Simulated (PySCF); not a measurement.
**Dipole moment and polarisability of `C=C[P@H](=O)C(C)C`**

Species: C5H11OP.
Cartesian coordinates in Å at the GFN2-xTB level; atoms count from 1:
```xyz
18
C5H11OP angstrom
C      2.9005    0.6186   -0.1018
C      1.9165   -0.0671    0.4553
P      0.6399   -0.7876   -0.6032
O      0.8518   -0.6110   -2.0399
C     -0.9821   -0.1649    0.0245
C     -2.0712   -0.9731   -0.6661
C     -1.0634    1.3159   -0.3152
H      3.6975    1.0764    0.4626
H      2.9263    0.7331   -1.1746
H      1.8357   -0.2209    1.5218
H      0.6229   -2.1264   -0.1947
H     -1.0299   -0.3107    1.1075
H     -1.9650   -0.8772   -1.7456
H     -3.0602   -0.6196   -0.3793
H     -1.9897   -2.0285   -0.4076
H     -2.0307    1.7286   -0.0330
H     -0.9273    1.4488   -1.3878
H     -0.2805    1.8720    0.2007
```

Level: B3LYP/def2-SVPD (PySCF), static field, nuclei fixed, core orbitals frozen in the response. The polarisability tensor in these axes (au):

```
x   103.82   8.59   0.52
y     8.59  81.53   0.18
z     0.52   0.18  77.12
```

Q: Diagonalise the tensor; give its mean and Δα, where Δα² is half the sum of the squared differences of the eigenvalues.

A: Principal values 77.11, 78.61 and 106.76 au; mean 87.49 au = 12.96 Å³ = 14.43 × 10⁻⁴⁰ C²·m²/J; Δα = 28.93 au (33 % of the mean).

Q: What is the dipole moment, and where does it point?

A: (-0.60, 0.48, 3.75) D, 3.83 D in size, pointing from the negative to the positive side. Measured along this direction, the outermost atoms are O4 at the negative end and H12 and H10 at the positive end.

Q: What are the principal values of the traceless quadrupole moment, Θ = ½Σq(3rr − r²1), about the centre of nuclear charge?

A: -9.27, 1.00, 8.27 D·Å. The values depend on the origin, since the dipole doesn't vanish. The electronic extent ⟨r²⟩ about the same centre is 1025 bohr², a root-mean-square distance of 2.12 Å for the 64 electrons.

Q: Directions of the eigenvectors, and the extent of the frame along each?

A: Largest value along (0.95, 0.32, 0.02), where the nuclei span 6.96 Å; middle along (-0.32, 0.95, 0.00), 4.51 Å; least along (-0.02, -0.01, 1.00), 3.54 Å. The response follows the extents in order.

Q: Orientational against electronic polarisability at 250 K (dilute gas, rigid molecules)?

A: In Gaussian units μ²/3kT = 141.72 Å³ against 12.96 Å³, a ratio of 10.93; the Debye molar polarisation (4π/3)N_A(α + μ²/3kT) is 390.2 cm³/mol, leaving out the vibrational part.

Q: Find the Langevin capture rate constant for NH4+ (18.034 u) meeting this molecule (118.055 u), k = 2.342 × 10⁻⁹ cm³/s × √(α in Å³ / reduced mass in u).

A: The reduced mass is 15.64 u, so k = 2.13 × 10⁻⁹ cm³/s. The formula leaves out the permanent dipole, which adds to the capture rate.

Q: What depolarisation ratio follows for Rayleigh scattering of linearly polarised light, taking the static tensor?

A: ρ = 3Δα²/(45ᾱ² + 4Δα²) = 2510.4/(344464 + 3347.2) = 0.00722.

One conformer (not necessarily the lowest) at the GFN2-xTB geometry, without solvent, vibrations or thermal averaging.

These values come from a run that also computed excited states. Hardware: one thread of an Arm Neoverse V1, shared host. Cost: 43 s wall, 0.96 GiB resident at most.
